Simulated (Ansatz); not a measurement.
Ansatz (a program for electronic structure) input (CAM-B3LYP/def2-TZVPD):

Ansatz 0.2 input:
```yaml
crystal:
  periodic: [false, false, false]
  atoms:
    - {symbol: N, position_ang: [1.25612426, 1.01170494, -0.60918686]}
    - {symbol: Si, position_ang: [0.17620474, -0.04951723, 0.04728500]}
    - {symbol: N, position_ang: [-1.58869768, 0.41171965, -0.40224427]}
    - {symbol: F, position_ang: [0.20639402, -1.49213523, -0.55440756]}
    - {symbol: F, position_ang: [0.04773086, 0.00476778, 1.60441042]}
    - {symbol: H, position_ang: [1.65559268, 1.78007342, -0.08887449]}
    - {symbol: H, position_ang: [1.75684424, 0.82481841, -1.46653335]}
    - {symbol: H, position_ang: [-1.83725002, 1.34547034, -0.06516242]}
    - {symbol: H, position_ang: [-1.73806848, 0.40974493, -1.41465588]}
    - {symbol: H, position_ang: [-2.26309473, -0.24453091, 0.00322830]}
basis:
  gaussian:
    orbitals: def2-TZVPD
hamiltonian:
  xc: {name: CAM-B3LYP}
total_charge: 1
output: {forces: true}
```

End of the output:

```
integrals: 0.23 GiB planned
1291 factors; their error is unknown
integrals: 0.27 GiB planned
486 factors; integrals over basis functions are off by at most 3.2e-5 eV
0.38 GiB of the device are held for the grids
1.71 GiB of device memory are held for the factors and their scratch space
mean field: 1.28 GiB planned
mean field evaluation 1: about -16357.0882 eV, gradient 1.1e2 eV
mean field evaluation 2: about -16352.9366 eV, gradient 1.2e2 eV
mean field evaluation 4: about -16373.5487 eV, gradient 4.0e0 eV
mean field evaluation 8: about -16373.5745 eV, gradient 7.1e-2 eV
mean field evaluation 16: about -16373.5871 eV, gradient 3.3e-5 eV
mean field -16373.58705500 eV, -601.7182258554 hartree, gradient 3.3e-5 eV, S^2 0.000000; 0 other end points of the search recorded, 0 dependent functions left out
the calculation of the forces begins
reference -16373.58719017 eV, -601.7182308227 hartree; 25, 25 occupied and 217, 217 virtual orbitals, 1291 factors
Total energy: -16373.58719017 eV, -601.7182308227 hartree
Atom 0 at     1.256124     1.011705    -0.609187 Å, force    -0.093316    -0.134782     0.086598 eV/Å
Atom 1 at     0.176205    -0.049517     0.047285 Å, force    -0.073302    -0.013060     0.003668 eV/Å
Atom 2 at    -1.588698     0.411720    -0.402244 Å, force     0.126643    -0.046565     0.041595 eV/Å
Atom 3 at     0.206394    -1.492135    -0.554408 Å, force    -0.004729     0.223149     0.098289 eV/Å
Atom 4 at     0.047731     0.004768     1.604410 Å, force     0.020330    -0.013269    -0.242671 eV/Å
Atom 5 at     1.655593     1.780073    -0.088874 Å, force    -0.008114    -0.009884    -0.009925 eV/Å
Atom 6 at     1.756844     0.824818    -1.466533 Å, force    -0.009715     0.005216     0.011852 eV/Å
Atom 7 at    -1.837250     1.345470    -0.065162 Å, force     0.009624    -0.015518    -0.001232 eV/Å
Atom 8 at    -1.738068     0.409745    -1.414656 Å, force     0.008368    -0.003668     0.015858 eV/Å
Atom 9 at    -2.263095    -0.244531     0.003228 Å, force     0.024211     0.008381    -0.004032 eV/Å
Dipole moment:    -0.771555     0.731197    -0.563711 e Å
```

It need not be the lowest isomer of its formula.
